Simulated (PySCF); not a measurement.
The vertical singlet excitations below were computed for one of the candidates. The calculation used PySCF, TDDFT PBE0/def2-SVPD, vertical, gas phase, core orbitals frozen in the response. Geometries: GFN2-xTB, one conformer each.

```tsv
state	ν̃ (cm⁻¹)	f	main configurations (H = HOMO, L = LUMO)
S1	13130	0.0000	H→L (100%)
S2	37970	0.010	H-1→L (72%), H→L+1 (24%)
S3	38020	0.041	H→L+1 (75%), H-1→L (23%)
S4	40510	0.0001	H-3→L (75%), H-6→L (18%)
S5	42110	0.0019	H→L+2 (89%)
S6	43960	0.0001	H-2→L (95%)
S7	45370	0.015	H→L+3 (55%), H-4→L (42%)
S8	46590	0.0019	H→L+4 (80%), H→L+5 (8%)
```

Question: Which structure fits? All have the formula C4H6OSSi.
A. `O=C[C@H]1[SiH2]C=CS1`
B. `[SiH3]OC1=CSC=C1`
C. `C[Si@H]1C=CC(=S)O1`
D. `C#CCC(=O)[SiH2]S`
E. `C=C[SiH2]OC=C=S`

Answer: E. Its S1, at 1.63 eV, is the lowest among the candidates; the nearest of the others has S1 at 2.50 eV. S1 is HOMO→LUMO (100%). Löwdin shares by element: HOMO carbon 42% or more, sulfur 40%, oxygen 14%; LUMO carbon 47% or more, sulfur 42%, oxygen 5%. At the same level the other candidates give, for their lowest levels:
- `O=C[C@H]1[SiH2]C=CS1`: 4.29 eV (f 0.001); 4.61 eV (f 0.013); 4.98 eV (f 0.074); 5.09 eV (f 0.039); 5.86 eV (f 0.006); T1 3.48 eV; HOMO -6.74, LUMO -1.11 eV
- `C[Si@H]1C=CC(=S)O1`: 2.50 eV (f 0.000); 4.60 eV (f 0.378); 5.52 eV (f 0.015); 5.66 eV (f 0.037); 5.73 eV (f 0.011); T1 2.11 eV; HOMO -6.44, LUMO -2.43 eV
- `C#CCC(=O)[SiH2]S`: 3.60 eV (f 0.000); 4.45 eV (f 0.002); 5.54 eV (f 0.004); 5.79 eV (f 0.012); 5.96 eV (f 0.014); T1 2.94 eV; HOMO -7.32, LUMO -1.82 eV
- `[SiH3]Oc1ccsc1`: 5.38 eV (f 0.001); 5.41 eV (f 0.078); 5.86 eV (f 0.001); 6.06 eV (f 0.084); 6.12 eV (f 0.001); T1 3.76 eV; HOMO -6.55, LUMO -0.39 eV

Shape of the structure used: `[CH2:1]=[CH:2][SiH2:3][O:4][CH:5]=[C:6]=[S:7]`: C1–C2–Si3–O4 -177°, C2–Si3–O4–C5 180°, Si3–O4–C5–C6 1°.
Triplets come from the Tamm–Dancoff approximation.
